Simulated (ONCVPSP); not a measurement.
Pseudopotential generation for Mg: ONCV, LDA (Perdew-Wang 92), scalar-relativistic.

```
Element                 : magnesium (Mg)
Generator               : ONCVPSP 4.0.1
Type                    : optimised norm-conserving Vanderbilt (ONCV)
Functional              : LDA (Perdew-Wang 92)
Relativity              : scalar-relativistic
Frozen core             : [He]
Valence charge          : 10
Reference configuration : 2s2 2p6 3s0.5 (charge +1.5)
Partial waves           : 2s+3s: rc 1.30 bohr, ncon 4, nbas 8, qcut 7.5 1/bohr, 2 projectors; 2p: rc 1.15 bohr, ncon 4, nbas 8, qcut 15.1 1/bohr, 2 projectors, debl 0.9 Ha; d scattering state at 0.33 Ha: rc 1.20 bohr, ncon 4, nbas 9, qcut 8.3 1/bohr, 3 projectors, debl 2.2 Ha
Local potential         : polynomial inside 1.05 bohr (lpopt 5, dvloc0 4 Ha)
Core correction         : polynomial model core, fcfact 0.5
```

In the p channel the program set the typed energies aside and used -2.246, 0.250 Ha.

All-electron outer shells of the reference configuration (LDA (PZ), scalar-relativistic, ld1.x):

| shell | level (eV) | outermost node (bohr) | outermost maximum (bohr) |
| --- | --- | --- | --- |
| 1s | -1268.11 | – | 0.09 |
| 2s | -93.71 | 0.18 | 0.55 |
| 2p | -61.12 | – | 0.48 |
| 3s | -15.12 | 0.89 | 2.26 |

Does the generator finish with these settings?

Yes, a potential is produced and its reference levels are reproduced.

Estimate the cutoffs (Ha) at which the residual kinetic energy of the hardest occupied pseudo-wave falls to 1 and 0.1 mHa per electron.

72 Ha and 83 Ha.

Does the potential have ghost states?

No bound ghost flagged; no localised positive-energy state flagged.

Which valence shell sets the plane-wave cutoff?

2p: 72 Ha for 1 mHa per electron, against 21 Ha for 2s.

Tests: 2s2 2p6 3s2; 2s2 2p6 3s1; 2s2 2p6 3s0; 2s1 2p6 3s2. Which has the largest error in its energy relative to the reference configuration, and how large is it?

2s1 2p6 3s2, with -225 meV (all-electron minus pseudo) on +76.19 eV.
